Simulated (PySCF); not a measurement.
**Quadrupolar nuclei of `C=C(C)CO[C@H]1CCS1` in NMR**

Compound: C₇H₁₂OS.
Structure used (GFN2-xTB), in Å, numbered top down from 1:
```
atom  x, y, z in Å
C1    -3.1086   -1.1553   -0.3663
C2    -2.1303   -0.4051    0.1123
C3    -2.3321    0.9720    0.6587
C4    -0.7086   -0.8945    0.1563
O5     0.1391    0.0550   -0.4721
C6     1.4699   -0.2334   -0.3563
C7     2.3735    0.8707   -0.9023
C8     3.2667    1.0018    0.3294
S9     2.1828   -0.0511    1.3642
H10   -2.9334   -2.1427   -0.7585
H11   -4.1288   -0.8116   -0.3772
H12   -2.0437    1.0029    1.7088
H13   -1.6936    1.6701    0.1207
H14   -3.3682    1.2839    0.5637
H15   -0.6088   -1.8699   -0.3405
H16   -0.3837   -1.0064    1.2049
H17    1.7108   -1.2456   -0.7103
H18    2.8952    0.6083   -1.8215
H19    1.7767    1.7656   -1.0733
H20    4.2455    0.5384    0.2234
H21    3.3707    2.0048    0.7353
```

Computed at PBE0/pcSseg-1 (PySCF, non-relativistic):

```csv
atom,environment,nucleus,spin I,Q (b),CQ = χzz (MHz),η
O5,ether oxygen,17O,5/2,-0.0256,-11.424,0.990
S9,sulfide sulfur,33S,3/2,-0.0678,46.438,0.554
```

Problem. Work back to Vxx, Vyy and Vzz; CQ/MHz = 234.96 (Q/b)(Vzz/au).

Solution. The tensor is traceless, so η fixes the two smaller values:

| atom | Vxx (au) | Vyy (au) | Vzz (au) | Vzz (10²¹ V/m²) |
| --- | --- | --- | --- | --- |
| O5 | -0.009 | -1.890 | 1.899 | 18.45 |
| S9 | 0.650 | 2.265 | -2.915 | -28.33 |

Problem. At 18.8 T, set νQ = 3|CQ|/[2I(2I − 1)] beside the Larmor frequency (|g| × 7.62259 MHz/T × B; g(17O) = −0.75752, g(33S) = 0.42921), and give PQ = |CQ|√(1 + η²/3).

Solution. 
```tsv
atom	PQ (MHz)	νQ (MHz)	ν0 (MHz)	νQ/ν0
O5	13.16	1.714	108.56	0.016
S9	48.76	23.22	61.51	0.377
```

For O5: PQ = 11.42 × 1.1519, νQ = 11.42 × 0.1500, ν0 = 5.7742 MHz/T × 18.8 T.

For S9 νQ isn't small against ν0, so the high-field expansions of solid-state NMR fail there at this field.

Problem. For half-integer spins with νQ below a tenth of ν0, find the second-order shift of the centre of gravity of the central transition at 18.8, 23.5 and 28.2 T.

Solution. δ = −(3/40)(PQ/ν0)² [I(I + 1) − 3/4]/[I²(2I − 1)²], in ppm:

| site | 18.8 T | 23.5 T | 28.2 T |
| --- | --- | --- | --- |
| 17O at O5 | -88.2 | -56.4 | -39.2 |

Problem. Take a correlation time of 2 ps, isotropic tumbling and extreme narrowing. What quadrupolar relaxation rates and linewidths follow?

Solution. 1/T1 = 1/T2 = (3π²/10)(2I + 3)/[I²(2I − 1)] × PQ² × τc; the width is 1/(πT2).

```tsv
site	spin factor (2I + 3)/[I²(2I − 1)]	1/T1 (s⁻¹)	T1 (ms)	linewidth (Hz)
17O at O5	0.320	328	3.05	104
33S at S9	1.333	18800	0.0533	5970
```

Isolated species at its GFN2-xTB geometry (one conformer only). GFN2-xTB bond lengths can be off by several hundredths of an ångström, more for odd bonds, and the gradients follow them. With a basis this small, the couplings can be 20 % off.

These values come from a run that also computed NMR shieldings. Hardware: one thread of an Arm Neoverse V1, shared host. Cost: 53 s (grids of density and orbitals included), 0.99 GiB resident at most.
